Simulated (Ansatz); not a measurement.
`B[NH][GeH3]` + `CSS` → `CS[S][GeH3]` + `BN` at 400 K and 1 bar (ligand exchange at a Ge–N bond).

Gas-phase electronic energies from Ansatz, PBE0-D4/def2-TZVP geometries. CCSD(T)/CBS adds triple-zeta CCSD(T) − MP2 to the extrapolated MP2 energy (def2 sets, frozen cores). This one scheme is used for every species. For Ge outer-core shells are correlated without core-valence functions, which leaves a few kJ/mol of doubt a bond. Scalar relativity is left out up to krypton. Each species was taken in one conformer, which may not be the lowest.

| species | CCSD(T)/CBS energy (Eh) | H − E (kJ/mol) | S (J/(mol·K)) |
| --- | --- | --- | --- |
| `B[NH][GeH3]` | -2159.24687 | 187.7 | 333.1 |
| `CSS` | -836.00794 | 149.0 | 316.6 |
| `CS[S][GeH3]` | -2913.33841 | 201.9 | 399.1 |
| `BN` | -81.93499 | 142.5 | 243.5 |

H − E and S are ideal-gas, rigid-rotor, harmonic terms from PBE0-D4/def2-TZVP, for one conformer and one mirror image of each species. 1 Eh = 2625.50 kJ/mol, R = 8.31446 J/(mol·K).

**Question.** By hand: ΔE, ΔH, ΔS and ΔG.

**Answer.** ΔE = (-2913.33841) + (-81.93499) − (-2159.24687) − (-836.00794) = -0.01859 Eh = -48.8 kJ/mol. Δ(H − E) = 201.9 + 142.5 − 187.7 − 149.0 = 7.7, so ΔH = -41.1 kJ/mol. ΔS = 399.1 + 243.5 − 333.1 − 316.6 = -7.1 J/(mol·K). ΔG = -41.1 − 400 × (-7.1)/1000 = -38.3 kJ/mol.

**Question.** By hand: the equilibrium constant, and the temperature at which ΔG would vanish if ΔH and ΔS stayed fixed.

**Answer.** log₁₀ K = −ΔG/(RT ln 10) = 5.0. ΔG = 0 at ΔH/ΔS = 5789 K, far beyond where these terms or the molecules hold.

The number of gas molecules stays the same, so ΔS is small and ΔH decides. A doubt of 5 kJ/mol in ΔE shifts log₁₀ K by 0.7 here. Other conformers and mirror images would add mixing entropy, several J/(mol·K) or more a flexible species. These are equilibria of isolated gas molecules and say nothing of rates. Largest T1 diagnostic: 0.013 (customary marks: 0.02 for closed shells, 0.045 for open ones).
